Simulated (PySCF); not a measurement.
C2H6FMgN, SMILES C[N](C)[Mg][F].

The structure is a stationary point at PBE-D3(BJ)/def2-SVP. The structure was generated by enumeration; whether it is a known compound was not checked. One conformer was computed; it need not be the lowest.

Level of theory: PBE-D3(BJ)/def2-SVP in PySCF 2.14.0.

Frequencies are harmonic and unscaled.

List the normal modes with their intensities. (An estimate is asked for; the answer gives what the named calculation found.)


```csv
mode,ν (cm⁻¹),IR (km/mol),moving atoms (share of kinetic energy)
1,80,10.8,"C 32 %, F 30 %, H 17 %, Mg 13 %"
2,112,17.2,"Mg 35 %, F 26 %, H 23 %, N 9 %"
3,155,38.2,"H 41 %, Mg 29 %, N 26 %"
4,204,62.2,"Mg 53 %, C 19 %, N 13 %, H 8 %"
5,254,0.0,H 97 %
6,287,21.0,"H 62 %, N 32 %"
7,310,0.7,"C 40 %, H 28 %, F 20 %, Mg 12 %"
8,499,0.1,"C 29 %, H 24 %, F 23 %, N 23 %"
9,783,45.7,"Mg 54 %, F 35 %, C 8 %"
10,989,88.8,"C 40 %, H 34 %, N 22 %"
11,1054,0.3,"H 74 %, C 24 %"
12,1070,0.0,"H 80 %, C 20 %"
13,1113,1.3,"H 69 %, C 20 %, N 11 %"
14,1198,87.1,"N 58 %, C 34 %, H 8 %"
15,1234,24.6,"H 39 %, N 36 %, C 24 %"
16,1382,6.9,"H 87 %, C 12 %"
17,1385,0.0,H 97 %
18,1387,1.6,H 97 %
19,1408,26.2,"H 82 %, C 18 %"
20,1431,21.1,H 96 %
21,1449,0.1,H 96 %
22,2846,97.5,H 97 %
23,2854,190.5,H 97 %
24,2879,129.6,"H 91 %, C 9 %"
25,2894,0.0,"H 90 %, C 10 %"
26,2994,39.6,"H 91 %, C 9 %"
27,2995,35.7,"H 91 %, C 9 %"
```
